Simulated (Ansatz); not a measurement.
`Cl[SiH2][O][SnH3]` and `Cl[SiH2][O][GeH2][Cl]` differ in one atom or group.

Ansatz, PBE0-D4/def2-TZVP geometries, multiplicity 1. Each molecule was computed in one conformer, which needn't be the lowest.

Elements past krypton have def2 core potentials. Scalar relativity is left out up to krypton.

```json
{"property": "size of the dipole moment (B3LYP/def2-TZVPP) / D", "`Cl[SiH2][O][SnH3]`": "2.10"}
{"property": "HOMO–LUMO gap (PBE/def2-TZVPP) / eV", "`Cl[SiH2][O][SnH3]`": "5.36"}
{"property": "HOMO energy (B3LYP/def2-TZVPP) / eV", "`Cl[SiH2][O][SnH3]`": "-8.14"}
{"property": "LUMO energy (B3LYP/def2-TZVPP) / eV", "`Cl[SiH2][O][SnH3]`": "-1.02"}
{"property": "LUMO energy (PBE0/def2-TZVPP) / eV", "`Cl[SiH2][O][SnH3]`": "-0.79"}
{"property": "LUMO energy (PBE/def2-TZVPP) / eV", "`Cl[SiH2][O][SnH3]`": "-1.60"}
```

Question: Give the same properties after the change, and the shifts. (An estimate is asked.)

Answer: The calculation gave: 
```csv
property,`Cl[SiH2][O][GeH2][Cl]`,shift
size of the dipole moment (B3LYP/def2-TZVPP) / D,1.84,-0.26
HOMO–LUMO gap (PBE/def2-TZVPP) / eV,6.21,0.85
HOMO energy (B3LYP/def2-TZVPP) / eV,-8.57,-0.43
LUMO energy (B3LYP/def2-TZVPP) / eV,-0.52,0.50
LUMO energy (PBE0/def2-TZVPP) / eV,-0.21,0.58
LUMO energy (PBE/def2-TZVPP) / eV,-1.21,0.39
```

With PBE0 the HOMO falls by 0.45 eV and the LUMO rises by 0.58 eV, so the gap widens by about 1.03 eV. PBE moves the HOMO by -0.45 eV and ωB97M-V by -0.44 eV. Dipoles are sizes alone; their direction can turn.

B3LYP here is the variant with VWN-RPA as its local correlation; programs differ in this.
